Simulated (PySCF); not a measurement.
## Potassium: a sound run and one with changed settings

Sound run: K [Ar] 4s1, K+ [Ar]. Computed with PySCF 2.14 in cc-pVTZ-X2C (6s5p3d1f, 43 functions), with scalar relativity by spin-free X2C-1e. The sound run starts from symmetry-adapted Hartree-Fock orbitals and uses a fine grid where one is needed.

A second run was set up differently.

| species | method | sound run (hartree) | changed run (hartree) | converged |
| --- | --- | --- | --- | --- |
| K | UHF | -601.46434 | -601.46434 | no |
| K | B3LYP | -602.24836 | -602.24836 | yes |
| K | M06-L | -602.19550 | -595.27313 | no |
| K+ | UHF | -601.31651 | -601.31651 | yes |
| K+ | B3LYP | -602.08304 | -602.08304 | yes |
| K+ | M06-L | -602.06057 | -602.06057 | no |

Ionisation energy of K:

| method | sound run (eV) | changed run (eV) |
| --- | --- | --- |
| B3LYP | 4.499 | 4.499 |

Q: What was changed?
A. all electrons correlated in a valence basis
B. basis contracted for another Hamiltonian
C. too few SCF iterations
D. level shift left on

A: C. It used initial guess minao, at most 5 SCF cycles. The SCF was stopped early; the energies are upper bounds that still move, and correlated levels were skipped or rest on poor orbitals.
